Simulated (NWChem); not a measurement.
System: BH₂SOF; SMILES SB(O)F

```xyz
6

B      0.0138    -0.4576     0.0000
F     -1.1188    -1.1691     0.0000
O      1.2227    -1.0722     0.0000
H      1.1325    -2.0385     0.0000
S     -0.1217     1.3612     0.0000
H      1.2067     1.5946     0.0000
```
Atoms are numbered in this order, from 1.

Results from NWChem. Geometry optimised at B3LYP/6-31G*; all other runs use it. Pople sets run with spherical d functions. Vzz has the sign of the potential's second derivative.

```csv
quantity,level,value
anisotropy (bohr³) at 589 nm,B3LYP/def2-SVPD,15.1
−ε(HOMO) (eV),PBE0/def2-SVP,7.66
Vzz O3 (a.u.),B3LYP/def2-SVP,1.350
"first 1s excitation (eV), O K edge, unshifted","PBE/6-311G**, TDA",510.7
"charge (e), Mulliken O3",B3LYP/def2-SVP,-0.13
dipole (D),B3LYP/6-31G*,2.09
highest harmonic frequency (cm⁻¹),B3LYP/6-31G*,3753
```
